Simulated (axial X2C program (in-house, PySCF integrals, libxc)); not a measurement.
# NaBr: cheaper levels and CCSD(T), with spin–orbit coupling

Computed with an in-house relativistic program for diatomic molecules. Two-component (2c) means X2C with spin–orbit coupling and atomic mean-field two-electron Coulomb and Gaunt terms. Basis: Br dyall-cv3z [8s9p6d4f1g], Na dyall-cv3z [9s8p5d2f] (cores contracted in-house); Gaussian nuclei, density fitting, unrestricted open shells. Masses: Br 78.918 u, Na 22.990 u.

State: Ω = 0 (closed shell); fragments Br + Na.

```
level  Re (Å)  ωe (cm⁻¹)  De (eV)
 PBE0   2.504      297.6     3.57
   HF   2.535      292.9     2.59
  MP2   2.536      291.0     3.62
 CCSD   2.534      291.8     3.49
B3LYP   2.513      293.9     3.47
```

Correlated methods: 8 electrons correlated (number of frozen shells: Br 3 s, 2 p, 1 d; Na 2 s, 1 p), 234 virtual spin orbitals or spinors in MP2, 72 natural virtuals in coupled cluster.

CCSD(T), same Hamiltonian and basis:

Re = 2.536 Å, ωe = 291.1 cm⁻¹, De = 3.55 eV; T1 = 0.005 (Lee–Taylor normalisation).

**Question.** Give the differences from CCSD(T) in the columns below.

**Answer.** 

```csv
level,ΔRe (Å),Δωe (cm⁻¹),ΔDe (eV)
PBE0,-0.032,6.5,0.02
HF,-0.001,1.8,-0.96
MP2,0.000,-0.1,0.07
CCSD,-0.002,0.7,-0.06
B3LYP,-0.023,2.8,-0.08
```

One determinant describes the state; a PBE0 search over occupations chose it and may have missed a lower one. Closed shells are restricted here (equal orbitals for both partners); the stretched side of such a curve lies too high. De is counted from the lowest determinant-based energies of the atoms at the same level, without counterpoise correction. CCSD and (T) use frozen natural virtuals with an MP2 correction for the truncation; (T) itself is uncorrected, so its De runs slightly low. The functionals have no current-density term, which raises determinants with orbital currents, atoms included. With the outer-core shells frozen, correlated bond lengths of heavy atoms tend to come out a few hundredths of an ångström too long.
